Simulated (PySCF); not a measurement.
**A series of related molecules**

The calculation used PySCF, TDDFT LC-wPBE/aug-cc-pVDZ circular dichroism and optical rotation, one conformer, gas phase. Geometry: GFN2-xTB.

Each molecule in one low-energy conformer. The parent is F[C@@H]1CCO[C@H](F)C1.

(1) How does the specific rotation at 589.3 nm (origin-invariant length gauge) change along this series?
- F[C@@H]1CCO[C@H](F)C1 (base)
- F[C@H]1CCO[C@H](F)C1 (diastereomer)

## Answers

(1) 
| molecule | [α]589 (deg dm⁻¹ (g/mL)⁻¹) | S1 (eV) | R(S1), velocity form (10⁻⁴⁰ esu² cm²) |
| --- | --- | --- | --- |
| F[C@@H]1CCO[C@H](F)C1 | +72.0 | 7.82 | +1.7 |
| F[C@H]1CCO[C@H](F)C1 | +59.9 | 8.17 | +3.6 |

The specific rotation at 589.3 nm (origin-invariant length gauge) is lowest for F[C@H]1CCO[C@H](F)C1 and highest for F[C@@H]1CCO[C@H](F)C1.
